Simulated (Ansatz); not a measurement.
Start from `[SiH3][SnH]([Cl])[I]` and change one atom or group to get `[CH3][SnH]([SiH3])[Cl]`.

Ansatz, PBE0-D4/def2-TZVP geometries, multiplicity 1. 

Elements past krypton have def2 core potentials.  Spin–orbit coupling is left out; it splits and shifts lone-pair levels of the heavy atoms by tenths of an eV.

| property | `[SiH3][SnH]([Cl])[I]` |
| --- | --- |
| HOMO–LUMO gap (ωB97M-V/def2-TZVPP) / eV | 9.63 |
| HOMO energy (ωB97M-V/def2-TZVPP) / eV | -9.67 |
| size of the dipole moment (ωB97M-V/def2-TZVPP) / D | 3.10 |
| LUMO energy (B3LYP/def2-TZVPP) / eV | -2.07 |
| LUMO energy (ωB97M-V/def2-TZVPP) / eV | -0.04 |
| HOMO–LUMO gap (PBE0/def2-TZVPP) / eV | 5.79 |

Question: What does the change do to each property? (An estimate is asked.)

Answer: The calculation gave: 
```
                                          property  `[CH3][SnH]([SiH3])[Cl]`  shift
           HOMO–LUMO gap (ωB97M-V/def2-TZVPP) / eV                     10.76   1.13
             HOMO energy (ωB97M-V/def2-TZVPP) / eV                     -9.82  -0.15
size of the dipole moment (ωB97M-V/def2-TZVPP) / D                      3.00  -0.10
               LUMO energy (B3LYP/def2-TZVPP) / eV                     -0.97   1.10
             LUMO energy (ωB97M-V/def2-TZVPP) / eV                      0.94   0.98
              HOMO–LUMO gap (PBE0/def2-TZVPP) / eV                      7.03   1.24
```

With PBE0 the HOMO falls by 0.17 eV and the LUMO rises by 1.07 eV, so the gap widens by about 1.24 eV. PBE moves the HOMO by -0.13 eV and ωB97M-V by -0.15 eV. The zero-point energy changes by 92.7 kJ/mol with +9 modes. Dipoles are sizes alone; their direction can turn.

Positive LUMOs are unbound, so they and the gaps depend on the basis.

B3LYP here is the variant with VWN-RPA as its local correlation; programs differ in this.
